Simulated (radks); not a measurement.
Task: The mean radii <r> (bohr) of the occupied orbitals of an atom or ion are listed with their occupations. Method: Dirac Kohn-Sham, PBE, spin-unpolarised, spherical densities, finite nucleus; Fermi nuclear charge, rms radius of each element as measured or else 0.836 A^(1/3) + 0.57 fm; computed with a radial shooting solver on a logarithmic mesh with Libxc functionals.

| orbital | occ. | <r> |
|---|---|---|
| 1s1/2 | 2 | 0.04409 |
| 2s1/2 | 2 | 0.1952 |
| 2p1/2 | 2 | 0.1681 |
| 2p3/2 | 4 | 0.1719 |
| 3s1/2 | 2 | 0.5356 |
| 3p1/2 | 2 | 0.5306 |
| 3p3/2 | 4 | 0.5382 |
| 3d3/2 | 1.6 | 0.5086 |
| 3d5/2 | 2.4 | 0.5109 |

Name the element and its charge. Open shells, if any, are shared by 2j + 1.

Result: Z = 34, selenium, charge +12: Se12+ in [Ar] 3d4. The 1s radius gives Z: for a bare nucleus <r> = (2 gamma + 1)/(2Z) with gamma = sqrt(1 - (Z/c)^2), 0.0432 bohr for Z = 34, and screening makes it slightly larger (0.04409 here). The occupations add up to 22, and the charge is Z minus that.
